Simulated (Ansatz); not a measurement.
Single points on (HMg-mu-Cl)2 (Mg2H2Cl2).

```yaml
crystal:
  periodic: [false, false, false]
  atoms:
    - {symbol: Mg, position_ang: [-0.993558, -0.031656, 1.364324]}
    - {symbol: H, position_ang: [-1.982963, -0.060304, 2.730166]}
    - {symbol: Cl, position_ang: [0.797881, -1.408413, 0.548390]}
    - {symbol: Mg, position_ang: [0.992958, 0.031117, -1.364766]}
    - {symbol: H, position_ang: [1.988670, 0.065264, -2.725891]}
    - {symbol: Cl, position_ang: [-0.802988, 1.403992, -0.552202]}
basis:
  gaussian: {orbitals: def2-TZVP, initial_orbitals: start.molden}
hamiltonian: {xc: {name: B3LYP}, dispersion: d4}
scf: {omitted_lower_state_checks: [starts]}
output: {orbitals: {seedname: orbitals}}
```

The file start.molden holds the orbitals of an earlier run on this structure, at another level or in another basis.

```sh
$ ansatz run in.yaml --threads 2 --pin off --events-out ev --progress --plain --max-ram 4352MiB
```

It prints (some lines left out):

```
Functional definition: B3LYP
1190 factors; their error is unknown
mean field evaluation 1: about -35974.2324 eV, gradient 6.9e0 eV
mean field evaluation 2: about -35974.2736 eV, gradient 4.1e-2 eV
mean field evaluation 4: about -35974.3615 eV, gradient 3.4e-5 eV
mean field -35974.36148716 eV, -1322.0334003552 hartree, gradient 4.9e-5 eV, S^2 0.000000; 0 other end points of the search recorded, 0 dependent functions left out
reference -35974.36178819 eV, -1322.0334114179 hartree; 30, 30 occupied and 120, 120 virtual orbitals, 1190 factors
Total energy: -35974.61421085 eV, -1322.0426877795 hartree
Checks for a lower state left out: starts
```

It took 1.6 s on 2 threads of Intel Xeon 6975P-C on a shared host.

The first input with `gaussian: {orbitals: def2-SVP, initial_orbitals: start.molden}`, `hamiltonian: {xc: pbe, dispersion: d4}` (abridged; 0.6 s):

```
Functional definition: PBE
mean field -35942.55782069 eV, -1320.8646371696 hartree, gradient 2.5e-5 eV, S^2 0.000000
Total energy: -35942.71260315 eV, -1320.8703253203 hartree
Checks for a lower state left out: starts
```

The first input with `hamiltonian: {xc: {name: wB97X-V}}` (abridged; 3.7 s):

```
Functional definition: wB97X-V
mean field -35966.76534693 eV, -1321.7542473507 hartree, gradient 5.3e-5 eV, S^2 0.000000
Total energy: -35966.76534415 eV, -1321.7542472483 hartree
Checks for a lower state left out: starts
```

First input, but with `correlation: {method: mp2}` and without the key `hamiltonian` (abridged; 1.1 s):

```
Functional definition: HF
mean field -35907.85250762 eV, -1319.5892404383 hartree, gradient 3.8e-6 eV, S^2 0.000000
12 core orbitals not correlated: weight in the atoms' cores, before any rotation towards them, 1.000 or more for the frozen orbitals, at most 0.000 for the correlated occupied ones
second order -21.18641099 eV of doubles, -0.00000000 eV of singles
Total energy: -35929.03891860 eV, -1320.3678266814 hartree
Checks for a lower state left out: starts
```

First input, but with `hamiltonian: {xc: pbe, dispersion: d4}`, `output: {forces: true, orbitals: {seedname: orbitals}}` (abridged; 1.3 s):

```
Functional definition: PBE
mean field -35954.93226820 eV, -1321.3193897280 hartree, gradient 2.0e-5 eV, S^2 0.000000
Total energy: -35955.08704853 eV, -1321.3250778003 hartree
Atom 0 force     0.145367     0.004063    -0.201143 eV/Å
Atom 1 force    -0.055475    -0.001792     0.076152 eV/Å
Atom 2 force    -0.002309     0.005858    -0.001547 eV/Å
Atom 3 force    -0.146670    -0.005133     0.200163 eV/Å
Atom 4 force     0.055393     0.001696    -0.076206 eV/Å
Atom 5 force     0.003694    -0.004691     0.002582 eV/Å
Dipole moment:    -0.001238    -0.001097    -0.000926 e Å
Checks for a lower state left out: starts
```

First input, but with `hamiltonian: {xc: {name: CAM-B3LYP}, dispersion: d4}` (abridged; 1.6 s):

```
Functional definition: CAM-B3LYP
mean field -35973.13107420 eV, -1321.9881835130 hartree, gradient 3.9e-5 eV, S^2 0.000000
Total energy: -35973.27197573 eV, -1321.9933615486 hartree
Checks for a lower state left out: starts
```

First input, but with `gaussian: {orbitals: 6-31G}` (abridged; 0.7 s):

```
Functional definition: B3LYP
mean field -35970.51675082 eV, -1321.8921089006 hartree, gradient 5.3e-5 eV, S^2 0.000000
Total energy: -35970.76948366 eV, -1321.9013966612 hartree
Checks for a lower state left out: starts
```

Geometry: PBE0-D4/def2-SVP.

B3LYP takes the VWN-RPA correlation. Correlated methods freeze 12 core orbitals; core or outer-core shells of Mg are correlated, in sets that lack core-valence functions.
